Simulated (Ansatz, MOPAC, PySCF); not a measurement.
Noncovalent pair: CH4 (SMILES C) (first 5 atoms) with N2 (SMILES N#N); geometry from B3LYP-D3(BJ)/def2-TZVP, rigid monomers moved along the line of their centres of mass till C1···N6 is 3.26 Å.
(charge 0, multiplicity 1):
```xyz
7

C      0.025    -0.049    -0.081
H      0.964     0.395     0.245
H     -0.079    -1.041     0.358
H     -0.804     0.579     0.242
H      0.018    -0.129    -1.167
N      0.079    -0.424     3.158
N     -0.185     0.634     3.122
```

Monomers are frozen at their geometry in the pair; levels with a basis set take the counterpoise correction. Rows marked so take none.

Cores are frozen in the correlated methods. CBS: X⁻³ extrapolation of the correlation energy, Hartree–Fock from the larger set. Rows in 3-21G, 6-311+G**, 6-31G*, STO-3G carry no dispersion term and start afresh at each structure (6-31G* with six Cartesian d functions). MP2/6-31G* freezes PySCF's default core. The state reached by AM1, PM6 isn't checked.

Programs: Ansatz (a program for electronic structure) with Gaussian orbitals; MOPAC for AM1, PM6 (differences of heats of formation); PySCF for 3-21G rows, 6-311+G** rows, 6-31G* rows, STO-3G rows, the dispersion terms. Each number belongs to the level named beside it.

Other levels give for the interaction energy: PBE/def2-TZVPPD 0.56; B3LYP/def2-TZVPPD 1.12; B3LYP-D3(BJ)/def2-TZVPPD -0.06; wB97M-V/def2-TZVPPD -0.01; CCSD(T)/CBS(aug-cc-pVDZ, aug-cc-pVTZ) -0.16 kcal/mol.

Common cheap choices:

```json
[
 {"level": "AM1", "interaction energy (kcal/mol)": "0.67", "less -0.16 (CCSD(T)/CBS(aug-cc-pVDZ, aug-cc-pVTZ))": "0.83"},
 {"level": "PM6", "interaction energy (kcal/mol)": "-0.21", "less -0.16 (CCSD(T)/CBS(aug-cc-pVDZ, aug-cc-pVTZ))": "-0.05"},
 {"level": "HF/STO-3G (no counterpoise)", "interaction energy (kcal/mol)": "0.59", "less -0.16 (CCSD(T)/CBS(aug-cc-pVDZ, aug-cc-pVTZ))": "0.75"},
 {"level": "HF/3-21G (no counterpoise)", "interaction energy (kcal/mol)": "0.08", "less -0.16 (CCSD(T)/CBS(aug-cc-pVDZ, aug-cc-pVTZ))": "0.24"},
 {"level": "B3LYP/3-21G (no counterpoise)", "interaction energy (kcal/mol)": "-0.52", "less -0.16 (CCSD(T)/CBS(aug-cc-pVDZ, aug-cc-pVTZ))": "-0.37"},
 {"level": "B3LYP/6-31G* (no counterpoise)", "interaction energy (kcal/mol)": "0.48", "less -0.16 (CCSD(T)/CBS(aug-cc-pVDZ, aug-cc-pVTZ))": "0.64"},
 {"level": "B3LYP/6-311+G** (no counterpoise)", "interaction energy (kcal/mol)": "1.04", "less -0.16 (CCSD(T)/CBS(aug-cc-pVDZ, aug-cc-pVTZ))": "1.20"},
 {"level": "MP2/6-31G* (no counterpoise)", "interaction energy (kcal/mol)": "-0.14", "less -0.16 (CCSD(T)/CBS(aug-cc-pVDZ, aug-cc-pVTZ))": "0.02"}
]
```
